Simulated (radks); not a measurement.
Results of a calculation; reference values are marked as such.
Question: Numerical settings for neutral magnesium, [Ne] 3s2. Code: a radial shooting solver on a logarithmic mesh with Libxc functionals. Model: scalar-relativistic Kohn-Sham, r2SCAN, spin-unpolarised, spherical densities, finite nucleus; meta-GGA in the generalised Kohn-Sham scheme; Fermi nuclear charge, rms radius 3.057 fm. The defaults (mesh step 0.008 in ln r, mesh end at 40 bohr or more with all orbitals vanishing there, Anderson mixing 0.5 over 9 steps, residual threshold near 1e-9 with the energy settled to 1e-9 hartree or 1e-11 of itself, here a cap of 87 iterations) give E = -200.371 hartree and 3s at -4.818 eV in 15 iterations. Run on one thread of a shared host, so times are rough (Intel(R) Xeon(R) 6975P-C): 0.05 s of CPU time, 0.05 s wall, 15 iterations on 2309 mesh points. One setting is changed at a time: mesh step in ln r 0.003; mesh step in ln r 0.012; mesh step in ln r 0.02; mesh end (bohr) 1; mesh end (bohr) 3; residual threshold 0.01; residual threshold 1e-13; mixing 1; linear mixing, mixing 0.5; linear mixing, mixing 1; mixing history 3; iteration cap 3. Which runs fail to converge, and which converge to a wrong energy?

Answer: Not converged within the cap: residual threshold 1e-13; linear mixing, mixing 0.5; linear mixing, mixing 1; iteration cap 3. Settled on a wrong energy, with an occupied level pushed above zero by the early mesh end: mesh end (bohr) 1 (+57.1 hartree); mesh end (bohr) 3 (+1.14 hartree). Apart from these: no run marked as converged misses the energy by more than 1 mhartree.
